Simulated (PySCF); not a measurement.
## Calculated properties of `O1B(OC(=O)C1=O)F`

Species: C₂BFO₄.
Bonds: O1–C2 (double), C2–O3, O3–B4, B4–F5, B4–O6, O6–C7, C7–O8 (double), C2–C7.

Some functional groups and rings: three-coordinate boron.

PBE0-D3(BJ)/def2-SVP geometry optimisation, gas phase (PySCF):

```yaml
Point_group: C2v
Rotational_constants_A_B_C: 3.922, 1.927, 1.292 GHz
```

**CAM-B3LYP/def2-SVPD ground state, ΔSCF and vertical TDDFT (core frozen in the response) (PySCF)**

```yaml
Dipole_moment: 2.10 D
HOMO_energy: -10.82 eV
LUMO_energy: -2.09 eV
HOMO–LUMO_gap: 8.73 eV
Lowest_singlet_excitation: 4.22 eV (294 nm, f = 0.000)
Strongest_line_among_the_10_lowest_singlet_transitions: S6 at 8.24 eV (150 nm, f = 0.203)
Lowest_triplet_excitation_Tamm–Dancoff: 3.65 eV
Static_isotropic_polarisability: 44.5 au
Vertical_ionisation_energy: 11.92 eV
Vertical_electron_affinity: 1.11 eV
Electronic_spatial_extent_⟨r²⟩_about_the_centre_of_nuclear_charge: 788 bohr²
```

From PBE0/pcSseg-1 ground state and GIAO shieldings, non-relativistic (PySCF):

```yaml
Lowest_Hirshfeld_atomic_charge: -0.18 e on O1/O8
Highest_Hirshfeld_atomic_charge: +0.36 e on B4
13C_chemical_shifts_computed_TMS_as_zero_by_class: 155.3 (C2/C7) ppm
Isotropic_shieldings_of_nuclei_other_than_C_and_H_by_class: 77 (B4), -162 (O1/O8), 82 (O3/O6), 297 (F5) ppm
Mayer_bond_orders_between_heavy_atoms: O1–C2 2.10, C2–O3 0.96, O3–B4 1.09, B4–F5 1.19, B4–O6 1.09, O6–C7 0.96, C7–O8 2.10, C7–C2 0.92
```

**B3LYP/pcJ-1 indirect spin-spin coupling, non-relativistic, gas phase (PySCF)**

```yaml
Largest_of_the_computed_one-bond_spin–spin_couplings_means_over_like_bonds: 13C–13C +92.3 (C2–C7), 19F–11B -37.2 (F5–B4), 17O–13C +30.9 (O3–C2 and 1 like it), 17O–13C +22.5 (O1–C2 and 1 like it), 17O–11B -11.8 (O3–B4 and 1 like it) Hz
```

Monoisotopic mass from the formula: 117.9874 u.

The largest Löwdin shares of the HOMO are 0.31 on O8, 0.31 on O1, 0.10 on C7 and 0.10 on C2. −ε(LUMO) is 2.09 eV against a ΔSCF electron affinity of 1.11 eV. With B = h/(8π²I), that is 505.379 GHz u Å² over I, the principal moments of inertia are 128.9, 262.2 and 391.1 u Å² (most abundant isotopes); the inertial defect Ic − Ia − Ib is 0.0 u Å² (zero for a rigid planar frame, negative otherwise). The ΔSCF ionisation energy exceeds −ε(HOMO) by 1.10 eV with CAM-B3LYP. S1 lies 4.51 eV below the HOMO–LUMO gap; its leading configuration is HOMO→LUMO, weight 0.97. No computed singlet falls in the visible range (750 to 380 nm, 1.65 to 3.26 eV); S1 lies 0.96 eV above its blue end. Point group C2v permits a dipole; with 2.10 D the species has a pure rotational spectrum. The vertical singlet–triplet gap S1 − T1 is 0.57 eV (TDDFT singlet less Tamm–Dancoff triplet; S1: HOMO→LUMO, weight 0.97; T1: HOMO→LUMO, weight 0.96).

